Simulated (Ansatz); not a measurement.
Consider the substitution at a C–Si bond: `C[SiH2][SnH2][SH]` + `CNN` → `CNNC` + `[SiH3][SnH2][SH]`.

Program: Ansatz. Geometries: PBE0-D4/def2-TZVP. ΔE: electronic, gas phase. CBS: MP2 limit from def2 TZ/QZ plus the TZ coupled-cluster correction, frozen cores. DFT in def2-TZVPP. def2 core potentials past Kr. For Sn outer-core shells are correlated without core-valence functions, which leaves a few kJ/mol of doubt a bond. Each species was taken in one conformer, which may not be the lowest.

```csv
level,ΔE (kJ/mol)
PBE-D4,67.6
ωB97X-V,64.6
```

Question: What does CCSD(T)/CBS give? (An estimate is asked.)

Answer: Ansatz gave: +70.1 kJ/mol. The listed levels differ from it by -2.5, -5.5 kJ/mol.

Largest T1 diagnostic among the species: 0.013.

In def2-TZVPP, CCSD(T) changes the Hartree–Fock value by +5.4 kJ/mol (the triples alone add +0.2 kJ/mol) and MP2 by +10.4 kJ/mol.
